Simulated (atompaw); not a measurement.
# u(r) = r·R(r): atom against pseudo-atom (lithium (Li))

Columns: radius, all-electron u(r) and pseudo u(r) of the 1s shell (level -51.85 eV) of lithium in the configuration 1s2 2s1 2p0; PBE, scalar-relativistic, PAW (atompaw) scheme, atompaw 4.2.0.5.

```csv
r (bohr),all-electron,pseudo
0.115,0.7588,0.4736
0.231,1.0870,0.8500
0.346,1.1768,1.0622
0.462,1.1433,1.1125
0.577,1.0503,1.0478
0.692,0.9328,0.9329
0.808,0.8094,0.8094
0.923,0.6923,0.6923
1.038,0.5857,0.5857
1.154,0.4907,0.4907
1.269,0.4090,0.4090
1.385,0.3385,0.3385
1.500,0.2793,0.2793
1.615,0.2294,0.2294
1.731,0.1875,0.1875
1.846,0.1532,0.1532
1.962,0.1249,0.1249
2.077,0.1018,0.1018
2.192,0.0830,0.0830
2.308,0.0674,0.0674
2.423,0.0548,0.0548
2.538,0.0445,0.0445
2.654,0.0361,0.0361
2.769,0.0293,0.0293
2.885,0.0237,0.0237
3.000,0.0192,0.0192
```

(1) How many radial nodes do the two functions have?

(2) At about which radius was the pseudo-wave matched?

(3) Is the pseudo-wave norm-conserving?

Results:

(1) The all-electron 1s function has n − l − 1 = 0; the pseudo-wave has 0.

(2) 0.75 bohr, where the columns begin to agree (steps of 0.12 bohr).

(3) No, it belongs to a PAW set: the norm inside the radius is not constrained, and the difference is carried by the augmentation charge.
